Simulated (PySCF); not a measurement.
# One molecule, many functionals

Species: germyl cyanide, CH3GeN.
Numbering: `[N:1]#[C:2][GeH3:3]` (hydrogens: H4, H5, H6 on Ge3)

Geometry (PBE0-D3(BJ)/def2-SVP, Å), atoms numbered from 1 in this order:
```xyz
6
CH3GeN angstrom
N      2.4741   -0.0407   -0.0097
C      1.3150   -0.0234   -0.0072
Ge    -0.6099    0.0110   -0.0066
H     -1.0312    1.4630   -0.2456
H     -1.0672   -0.4958    1.3633
H     -1.0746   -0.9101   -1.1374
```

Linear-response calculations in the def2-SVPD basis (PySCF; singlets by full response, triplets Tamm–Dancoff, core orbitals frozen in the response; HF means time-dependent Hartree–Fock). 'Strongest' is the level of largest summed f among the singlets computed (10 roots, of which the last may lack a degenerate partner); it can jump between rows when another state enters that window. S1 is the lowest singlet of each run and needn't be the same state throughout; f(S1) is that of one state. Geometry: PBE0-D3(BJ)/def2-SVP; no solvent, vibrations or thermal averaging. Relativistic effects, spin–orbit coupling among them, are left out although an element past zinc is present.

| functional | kind | S1 (eV) | f(S1) | strongest (eV) | T1 (eV) | HOMO (eV) | gap (eV) | ionisation energy, ΔSCF (eV) |
| --- | --- | --- | --- | --- | --- | --- | --- | --- |
| LDA | LDA | 7.01 | 0.000 | 7.62 | 6.13 | -8.54 | 7.00 | 11.87 |
| PBE | GGA | 7.06 | 0.000 | 7.57 | 5.95 | -8.39 | 7.06 | 11.73 |
| B3LYP | global hybrid, 20% exact exchange | 7.11 | 0.000 | 8.11 | 5.89 | -9.46 | 8.86 | 12.01 |
| PBE0 | global hybrid, 25% exact exchange | 7.15 | 0.000 | 8.44 | 5.82 | -9.72 | 9.36 | 12.67 |
| BHandHLYP | global hybrid, 50% exact exchange | 6.97 | 0.000 | 8.93 | 5.67 | -10.90 | 11.21 | 12.10 |
| CAM-B3LYP | range-separated hybrid | 7.15 | 0.000 | 8.68 | 5.89 | -11.11 | 11.53 | 12.26 |
| wB97X-D | range-separated hybrid | 7.20 | 0.000 | 8.87 | 5.99 | -11.63 | 12.93 | 12.22 |
| LC-wPBE | range-separated hybrid | 7.29 | 0.000 | 9.41 | 5.87 | -12.58 | 13.98 | 12.52 |
| HF | Hartree–Fock | 6.37 | 0.000 | 9.80 | 4.95 | -12.78 | 14.46 | not settled |

S1 runs from 6.37 eV (HF) to 7.29 eV (LC-wPBE), a spread of 0.92 eV, while the orbital gap spreads over 7.5 eV. −ε(HOMO) comes closest to its own ΔSCF ionisation energy with LC-wPBE (+0.06 eV) and misses most with PBE (-3.34 eV). 'Not settled' means that the ion's SCF failed to converge or may have ended in another state than the lowest.
